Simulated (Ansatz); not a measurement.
TiCl₂, SMILES [Cl][Ti][Cl] (connectivity only; charge and spin as stated), neutral, multiplicity 3.

Geometry optimised at PBE0-D3(BJ)/def2-TZVP. The spin state was assumed, not searched.

Two levels are set side by side: PBE/def2-TZVPD (Ansatz, a first-principles code) and PBE0/def2-TZVPD (Ansatz). Energy differences of separate SCF runs at the same geometry; the states with an electron removed or added have multiplicity 2 and 4. Differences are taken from unrounded values.

```json
[
 {"quantity": "vertical ionisation energy (eV)", "PBE": "8.03"},
 {"quantity": "vertical electron affinity (eV)", "PBE": "1.25"}
]
```

Q: These are the PBE values. What does PBE0 give? (The exact figures need the calculation; the answer reports its results.)

A: 
```csv
quantity,PBE0,PBE minus PBE0
vertical ionisation energy (eV),8.39,-0.36
vertical electron affinity (eV),1.22,0.03
```
